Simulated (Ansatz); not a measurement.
Basis sets compared for Al₃Ga₂⁺. Charge 1, multiplicity 1. Geometry r2SCAN-D4/def2-SVP. Ansatz on 4 threads of Arm Neoverse V2 on a shared host; times are rough, and most runs start from earlier orbitals.

```csv
atom,x (Å),y (Å),z (Å)
Al1,-0.009,-1.617,-1.586
Al2,1.631,1.075,1.410
Al3,-0.836,1.119,0.888
Ga4,0.736,-1.080,0.727
Ga5,-1.522,0.504,-1.439
```

The restricted singlet is unstable towards broken spin symmetry in Hartree–Fock (as tested in another run); at PBE-D4/def2-SVP, PBE-D4/def2-TZVP, PBE0-D4/def2-SVP, PBE0-D4/def2-TZVP this wasn't settled. The structure comes from a short search, and lower isomers may exist.

| level | functions | energy (Eh) | HOMO (eV) | LUMO (eV) | wall time |
| --- | --- | --- | --- | --- | --- |
| PBE-D4/def2-SVP | 118 | -4575.0533 | -8.97 | -8.49 | 1.1 s |
| PBE0-D4/def2-SVP | 118 | -4575.1719 | -9.53 | -7.90 | 1.8 s |

(1) Estimate the rows for PBE-D4/def2-TZVP (with forces), PBE0-D4/def2-TZVP.

## Answers

(1) 
```csv
level,functions,energy (Eh),HOMO (eV),LUMO (eV),wall time
PBE-D4/def2-TZVP (with forces),207,-4575.8076,-8.89,-8.41,2.5 s
PBE0-D4/def2-TZVP,207,-4575.9218,-9.45,-7.81,5.5 s
```
